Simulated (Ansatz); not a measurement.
`FC(F)(F)C(Cl)Cl` and `FC(F)C(Cl)Cl` differ in one atom or group.

Ansatz, PBE0-D4/def2-TZVP geometries, multiplicity 1. Each molecule was computed in one conformer, which needn't be the lowest.

```tsv
property	`FC(F)(F)C(Cl)Cl`
size of the dipole moment (B3LYP/def2-TZVPP) / D	1.31
HOMO energy (PBE0/def2-TZVPP) / eV	-9.28
HOMO–LUMO gap (ωB97M-V/def2-TZVPP) / eV	13.39
HOMO energy (ωB97M-V/def2-TZVPP) / eV	-11.55
HOMO energy (B3LYP/def2-TZVPP) / eV	-9.00
size of the dipole moment (ωB97M-V/def2-TZVPP) / D	1.31
```

Task: What does the change do to each property? (Best estimate.)

Result: The calculation gave: 
```json
{"property": "size of the dipole moment (B3LYP/def2-TZVPP) / D", "`FC(F)C(Cl)Cl`": "0.37", "shift": "-0.94"}
{"property": "HOMO energy (PBE0/def2-TZVPP) / eV", "`FC(F)C(Cl)Cl`": "-9.11", "shift": "0.17"}
{"property": "HOMO–LUMO gap (ωB97M-V/def2-TZVPP) / eV", "`FC(F)C(Cl)Cl`": "13.35", "shift": "-0.04"}
{"property": "HOMO energy (ωB97M-V/def2-TZVPP) / eV", "`FC(F)C(Cl)Cl`": "-11.39", "shift": "0.16"}
{"property": "HOMO energy (B3LYP/def2-TZVPP) / eV", "`FC(F)C(Cl)Cl`": "-8.84", "shift": "0.16"}
{"property": "size of the dipole moment (ωB97M-V/def2-TZVPP) / D", "`FC(F)C(Cl)Cl`": "0.36", "shift": "-0.95"}
```

Dipoles are sizes alone; their direction can turn.

B3LYP here is the variant with VWN-RPA as its local correlation; programs differ in this.
